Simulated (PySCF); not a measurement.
SMILES F[Si](F)(F)[SiH2]B(C)C (C2H8BF3Si2), GFN2-xTB optimised geometry. Atoms within 1.6 Å of the plane z = 0.0 Å (x, y, z in Å): Si1 (-0.65, -0.79, 0.00), F2 (0.95, -0.79, 0.00), F3 (-0.96, -1.16, -1.52), F4 (-0.95, 0.79, 0.00), H10 (-1.50, -3.38, 1.38).

Calculation: B3LYP/def2-TZVP (PySCF). Cells within 0.4 Å of a nucleus heavier than hydrogen are left out (blank, or x).

Map of the deformation density (molecule minus spherical neutral atoms) (e/bohr³) on the plane z = 0.0 Å:

```
|2222222222222222222222222222222|
|2222222222222222222222222222222|
|2222222222222222222222222222222|
|2222222222222222222222222222222|
|2222222222222222222222222222222|
|2222222222222222222222222222222|
|2222222222222222222222222222222|
|2222222222222222222222222222222|
|2222222222222222222222222222222|
|2222222234443322222222222222222|
|222222335xxx7432222222222222222|
|222222336xxxx432222222222222222|
|222222335xxxx532222222222222222|
|2222223355x67532222222222222222|
|2222222347998521122222222222222|
|2222222235775311123333222222222|
|2222211112343101244443222222222|
|222211100122x1124666x5322222222|
|2222110000xxxx2479xxxx322222222|
|2222111001xxxx2489xxxx322222222|
|22222111112xxx24784xxx322222222|
|2222221122222112465575322222222|
|2222222222211001344443322222222|
|2222222222210001223333322222222|
|2222222222211001122222222222222|
|2222222222211111122222222222222|
|2222222222221111222222222222222|
|2222222222222222222222222222222|
|2222222222222222222222222222222|
|2222222222222222222222222222222|
|2222222222222222222222222222222|
```
Scale: ten equal steps from -0.020 (start of '0') to 0.052 (end of '9'), in the order '0123456789'; x runs from -3.00 to 3.00, y from -3.00 (bottom) to 3.00 (top).
